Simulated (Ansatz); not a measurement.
```yaml
crystal:
  periodic: [true, true, true]
  atoms:
    - {symbol: F, position_ang: [-0.339525, -0.330260, -2.620913]}
    - {symbol: Si, position_ang: [0.427550, 1.144639, -1.891000]}
    - {symbol: C, position_ang: [0.777620, 0.129138, -0.219498]}
    - {symbol: Si, position_ang: [-0.618393, -0.193353, 0.993313]}
    - {symbol: H, position_ang: [-1.584965, 0.824989, 0.810572]}
    - {symbol: H, position_ang: [1.328282, 1.039010, 0.547879]}
    - {symbol: H, position_ang: [1.657352, -0.689126, -0.194060]}
    - {symbol: H, position_ang: [-1.270499, -1.379414, 0.415377]}
    - {symbol: H, position_ang: [-0.533302, -0.507422, 2.228742]}
basis:
  gaussian: {orbitals: 6-31G, point_charges: [{charge: 0.50, position_ang: [4.626, 0.616, -0.656]}]}
hamiltonian: {xc: {name: wB97}}
output: {forces: true}
```

```sh
$ ansatz run in.yaml --threads 2 --pin off --events-out ev --progress --plain --max-ram 4352MiB
```

Q: How does Ansatz answer? (Best estimate.)

A: Computed: The program refused the input.
```
Error: YAML parse error: error: line 2 column 3: crystal: missing field `lattice` (a structure is typed as `lattice` and `atoms`, a molecule's as `atoms` in Å alone, or read from a run's directory, `checkpoint`)
 --> <input>:2:3
1 | crystal:
2 |   periodic: [true, true, true]
3 |   atoms:
4 |     - {symbol: F, position_ang: [-0.339525, -0.330260, -2.620913]}
```
